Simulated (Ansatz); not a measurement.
Cost and result for the atomization energy of `[BH2][GeH]1[CH2][O]1` (9 atoms, 9 bonds).

Cartesian coordinates in Å:
```
B 1.706 -0.312 0.702
Ge 0.238 -0.217 -0.654
C -1.473 0.521 -0.089
O -1.390 -0.858 -0.016
H 1.396 -0.430 1.846
H 2.849 -0.183 0.388
H 0.304 -0.504 -2.154
H -1.530 1.055 0.860
H -2.100 0.929 -0.885
```

The species carries charge 0 and has multiplicity 1. Correlated methods include outer-core shells of Ge, which these sets cover unevenly. Scalar relativity is left out up to krypton. All single points use the PBE0-D4/def2-TZVP geometry. Program: Ansatz. All runs use 2 threads of an Arm Neoverse V1 on a shared host. Times are those of one run each, without the atoms' runs, and a repeat can differ threefold. Electronic energies, without spin–orbit coupling; frozen cores. CCSD(T)/CBS adds CCSD(T) − MP2 in def2-TZVPP to the MP2 limit, and its time is that of the two runs behind it. T1 = 0.018. With those shells the extrapolation isn't a true limit.

CCSD(T)/CBS is a level of theory with its own doubt, some kJ/mol a heavy atom from the limit and from the frozen cores, so smaller differences don't rank the functionals.

| level | functions | wall time |
| --- | --- | --- |
| LDA (SPW92)/def2-TZVPP | 211 | 1.9 s |
| PBE-D4/def2-TZVPP (with forces) | 211 | 3.9 s |
| PBE0-D4/def2-TZVPP | 211 | 4.2 s |
| BHLYP-D4/def2-TZVPP | 211 | 5 s |
| r2SCAN-D4/def2-TZVPP (with forces) | 211 | 7.5 s |
| r2SCANh-D4/def2-TZVPP | 211 | 8.5 s |
| PBE-QIDH/def2-TZVPP | 211 | 8.5 s |
| CCSD(T)/def2-SVP | 99 | 9.5 s |
| B97M-V/def2-TZVPP | 211 | 16 s |
| ωB97M-V/def2-TZVPP (with forces) | 211 | 19 s |
| MP2/def2-QZVPP | 410 | 32 s |
| CCSD(T)/def2-TZVPP | 211 | 3 min |
| CCSD(T)/CBS(def2) | – | 3.5 min |

(1) What atomization energy does each give, and how far from CCSD(T)/CBS? (An estimate is asked.)

## Answers

(1) Computed: 
| level | atomization (kJ/mol) | difference from CCSD(T)/CBS | per bond |
| --- | --- | --- | --- |
| LDA (SPW92)/def2-TZVPP | 3478.4 | 477.0 | 53.0 |
| PBE-D4/def2-TZVPP (with forces) | 3071.9 | 70.5 | 7.8 |
| PBE0-D4/def2-TZVPP | 2999.3 | -2.1 | -0.2 |
| BHLYP-D4/def2-TZVPP | 2887.0 | -114.4 | -12.7 |
| r2SCAN-D4/def2-TZVPP (with forces) | 3029.9 | 28.5 | 3.2 |
| r2SCANh-D4/def2-TZVPP | 3002.0 | 0.6 | 0.1 |
| PBE-QIDH/def2-TZVPP | 2977.6 | -23.8 | -2.6 |
| CCSD(T)/def2-SVP | 2811.2 | -190.2 | -21.1 |
| B97M-V/def2-TZVPP | 3027.1 | 25.7 | 2.9 |
| ωB97M-V/def2-TZVPP (with forces) | 2989.0 | -12.4 | -1.4 |
| MP2/def2-QZVPP | 3020.3 | 18.9 | 2.1 |
| CCSD(T)/def2-TZVPP | 2927.8 | -73.6 | -8.2 |
| CCSD(T)/CBS(def2) | 3001.4 | 0.0 | 0.0 |

At CCSD(T), def2-SVP lies −190.2 kJ/mol from the extrapolated value and def2-TZVPP −73.6 kJ/mol: correlation converges slowly with the basis, and small sets miss more of it in the bonded molecule than in its fragments. From r2SCAN to r2SCAN0 (25 % exact exchange), in def2-TZVPP and without D4, the atomization energy moves by −68.1 kJ/mol: exact exchange takes away binding that semilocal exchange gives to molecules. Leaving LDA and LC-ωPBE aside and taking each functional with its dispersion term where it has one, the values spread over 184.9 kJ/mol, from BHLYP-D4 to PBE-D4. LDA lies +421.7 kJ/mol from PBE without D4, its usual overbinding.
